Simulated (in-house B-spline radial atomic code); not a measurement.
Re VIII (Re7+): [Kr] 4d10 4f14 5s2 (5p1/2)1 (5p3/2)4 6s1 (an excited or competing configuration)

Method: Dirac-Hartree-Fock, average of the jj configuration, Fermi nucleus of rms radius 5.3698 fm. Calculated with an all-electron radial atomic-structure program (B-spline basis).

Z_r = [3n² - l(l+1)]/(2<r>); Z_e = n√(-2ε); the last column is Slater's effective charge. Values are occupation-weighted means over j. An effective charge above Z reflects the relativistic contraction of the inner shells.

```json
{"shell": "1s", "electrons": "2", "ε (eV)": "-72246", "<r> (bohr)": "0.01804", "Z_r": "83.16", "Z_e": "72.87", "Slater": "74.70"}
{"shell": "2s", "electrons": "2", "ε (eV)": "-12753", "<r> (bohr)": "0.07554", "Z_r": "79.43", "Z_e": "61.23", "Slater": "70.85"}
{"shell": "2p", "electrons": "6", "ε (eV)": "-11219", "<r> (bohr)": "0.06789", "Z_r": "73.64", "Z_e": "57.43", "Slater": "70.85"}
{"shell": "3s", "electrons": "2", "ε (eV)": "-3096.6", "<r> (bohr)": "0.1965", "Z_r": "68.72", "Z_e": "45.26", "Slater": "63.75"}
{"shell": "3p", "electrons": "6", "ε (eV)": "-2630.3", "<r> (bohr)": "0.1966", "Z_r": "63.56", "Z_e": "41.71", "Slater": "63.75"}
{"shell": "3d", "electrons": "10", "ε (eV)": "-2062.4", "<r> (bohr)": "0.1793", "Z_r": "58.56", "Z_e": "36.94", "Slater": "53.85"}
{"shell": "4s", "electrons": "2", "ε (eV)": "-762.87", "<r> (bohr)": "0.4406", "Z_r": "54.48", "Z_e": "29.95", "Slater": "47.25"}
{"shell": "4p", "electrons": "6", "ε (eV)": "-605.6", "<r> (bohr)": "0.4669", "Z_r": "49.26", "Z_e": "26.69", "Slater": "47.25"}
{"shell": "4d", "electrons": "10", "ε (eV)": "-396.04", "<r> (bohr)": "0.4997", "Z_r": "42.02", "Z_e": "21.58", "Slater": "35.85"}
{"shell": "5s", "electrons": "2", "ε (eV)": "-199.42", "<r> (bohr)": "1.012", "Z_r": "37.06", "Z_e": "19.14", "Slater": "17.70"}
{"shell": "4f", "electrons": "14", "ε (eV)": "-165.2", "<r> (bohr)": "0.5629", "Z_r": "31.98", "Z_e": "13.94", "Slater": "24.45"}
{"shell": "5p", "electrons": "5", "ε (eV)": "-152.48", "<r> (bohr)": "1.143", "Z_r": "31.94", "Z_e": "16.74", "Slater": "17.70"}
{"shell": "6s", "electrons": "1", "ε (eV)": "-80.378", "<r> (bohr)": "2.1", "Z_r": "25.71", "Z_e": "14.58", "Slater": "9.05"}
```

The least bound orbital is 6s1/2 at -80.38 eV, and it is also the most diffuse (<r> = 2.1 bohr).

For the 1s electron the small component carries 8.02 % of the norm, the zero-frequency Breit interaction raises the level by 254.4 eV, self-energy by 159.7 eV, and vacuum polarisation lowers it by 30.66 eV.
